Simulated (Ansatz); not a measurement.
Cl2CrO2, singlet, at a GFN2-xTB geometry (such geometries of metal compounds can be far from the true shape). Base run: R2SCAN/pcseg-1 in Ansatz (an electronic-structure program).

Geometry (Å):
```xyz
5

Cr     0.3616    -0.0631     0.1166
O      1.4405    -0.5923    -0.8641
O      0.7905     0.2033     1.5831
Cl    -0.3862     1.6683    -0.6450
Cl    -1.1742    -1.3962     0.1420
```
All else is at Ansatz's defaults.

Variants of this job, named by their change:

```tsv
change	basis functions	E (Eh)	core-seconds (rough)
base	95	-2115.09645	5
basis = STO-3G	46	-2092.53255	3
basis = pcseg-0	68	-2111.61138	3
basis = 3-21G	73	…	5
basis = 6-31G	73	-2115.10315	5
basis = def2-SVP	95	-2114.74796	4
basis = 6-31G**	104	-2115.17741	4
basis = aug-pcseg-1	…	…	10
basis = aug-cc-pVDZ	159	-2115.36744	10
basis = pcseg-2	184	-2115.42930	7
basis = pc-2	184	-2115.43664	8
basis = def2-TZVPD	…	…	10
basis = aug-cc-pVTZ	…	…	20
```

Q: Complete the blanks.

A: 
- basis = 3-21G, E (Eh): -2104.95179
- basis = aug-pcseg-1, basis functions: 147
- basis = aug-pcseg-1, E (Eh): -2115.11923
- basis = def2-TZVPD, basis functions: 220
- basis = def2-TZVPD, E (Eh): -2115.40099
- basis = aug-cc-pVTZ, basis functions: 285
- basis = aug-cc-pVTZ, E (Eh): -2115.43576

Totals compare only among sets that treat the same electrons; sets with core potentials leave the core out.
